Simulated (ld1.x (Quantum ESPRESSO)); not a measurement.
## What one change does to a pseudopotential (tungsten (W), PAW)

W (Z = 74), PAW, made with ld1.x (Quantum ESPRESSO) 7.5 (LDA (PZ), scalar-relativistic). Core [Kr] 4d10 4f14 5s2, reference 5p6 5d4 6s1 6p1. Waves: 6s (bound): rcut 2.15, rcutus 3.00 bohr; 6s channel at -0.1 Ry: rcut 2.15, rcutus 3.00 bohr; 5p (bound): rcut 2.05, rcutus 2.20 bohr; 6p (bound): rcut 2.05, rcutus 2.20 bohr; 5d (bound): rcut 2.55, rcutus 2.80 bohr; 5d channel at 3.9 Ry: rcut 2.55, rcutus 2.80 bohr. Local part: all-electron potential smoothed inside 2.05 bohr (lloc = -2). Core correction: Bessel-smoothed model core inside 1.15 bohr. Augmentation charge: PSQ, inside the norm-conserving radii.

All-electron outer shells of the reference configuration (LDA (PZ), scalar-relativistic, ld1.x):

| shell | level (eV) | outermost node (bohr) | outermost maximum (bohr) |
| --- | --- | --- | --- |
| 5s | -80.90 | 0.53 | 0.96 |
| 5p | -44.99 | 0.57 | 1.09 |
| 4f | -35.07 | – | 0.43 |
| 6s | -6.98 | 1.28 | 2.61 |
| 5d | -6.10 | 0.63 | 1.49 |
| 6p | -2.26 | 1.53 | 3.61 |

Change: augmentation GAUSS, radius 1.45 bohr.

Cutoffs: the cutoffs (Ry, on a coarse ladder) from which the occupation-weighted sum of valence levels, in a spherical-Bessel basis at the reference potential, stays within 10 and 1 mRy of its value at 400 Ry; they do not see the model core or the augmentation charge, which bear on the density cutoff. Errors are all-electron minus pseudo energies relative to the spin-unpolarised reference configuration.

Question: Predict the effect on cutoff, ghosts and configuration errors.

Answer: The potential gets neither clearly harder nor softer (25 Ry and 35 Ry → 25 Ry and 35 Ry); of the 9 tests that both files solve, the error grows in 2 and shrinks in 5 by more than 15 % and 0.3 meV (median size 2.4 → 5.5 meV); neither file shows a bound ghost.

```tsv
quantity	base	changed
cutoff, loose	25 Ry	25 Ry
cutoff, tight	35 Ry	35 Ry
bound ghosts	none	none
error for 5p6 5d4 6s2 6p0, meV [ΔE -4.57 eV]	+2.4	+11
error for 5p6 5d4 6s1 6p0, meV [ΔE 4.56 eV]	-0.4	+0.3
error for 5p6 5d4 6s0 6p0, meV [ΔE 20.59 eV]	-5.8	+2.2
error for 5p6 5d5 6s1 6p0, meV [ΔE -3.03 eV]	0.0	+8.1
error for 5p6 5d4.5 6s1.5 6p0, meV [ΔE -3.88 eV]	+1.8	+0.3
error for 5p6 5d4 6s0 6p1, meV [ΔE 10.12 eV]	-2.1	+1.1
error for 5p6 5d5 6s0 6p0, meV [ΔE 5.41 eV]	-9.3	+5.5
error for 5p6 5d4 6s1 6p1 (spin-polarised), meV [ΔE -3.51 eV]	-19	-21
error for 5p6 5d4 6s2 6p0 (spin-polarised), meV [ΔE -6.51 eV]	-13	-8.8
s: phases at 3.25 bohr within 0.05 rad from the reference energy up to (Ry; the scan ends near 5)	1.7	1.7
p: phases at 3.25 bohr within 0.05 rad from the reference energy up to (Ry; the scan ends near 5)	3.6	3.6
d: phases at 3.25 bohr within 0.05 rad from the reference energy up to (Ry; the scan ends near 5)	1.3	1.3
lowest overlap eigenvalue by channel	s 0.34, p 0.08, d 0.77	s 0.34, p 0.08, d 0.77
```
